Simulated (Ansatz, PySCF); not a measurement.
System: LiI (charge 0, singlet). SMILES: [Li][I]
Geometry: optimised at B3LYP-D3(BJ)/def2-TZVP (Ansatz, a quantum-chemistry and plane-wave program).

Wanted: atomisation energy (electronic, to ground-state atoms), in kcal/mol. Valence correlation only, unless marked. UHF or UKS for open shells. Spin-orbit coupling is left out. The frozen core is the preceding noble-gas configuration, with the filled d and f shells of earlier blocks. In def2 rows, elements after Kr have scalar-relativistic effective core potentials. The coupled-cluster limit lacks core correlation, which all-electron functionals hold. Basis-set limits of correlation are two-point, X^-3; Hartree-Fock from the larger set.

| level | program | atomisation energy (kcal/mol) |
|---|---|---|
| TPSSh-D4/def2-TZVPD | PySCF + dftd4 | 86.5 |
| HSE06-D3(BJ)/def2-TZVPD | Ansatz + dftd3 | 85.2 |
| B2GP-PLYP/def2-TZVPD | Ansatz | … |
| CCSD(T)/CBS(def2-TZVPPD,def2-QZVPPD) | Ansatz | … |

Q: Fill in the missing entries.

A: 
- B2GP-PLYP/def2-TZVPD, atomisation energy (kcal/mol): 84.4
- CCSD(T)/CBS(def2-TZVPPD,def2-QZVPPD), atomisation energy (kcal/mol): 89.9
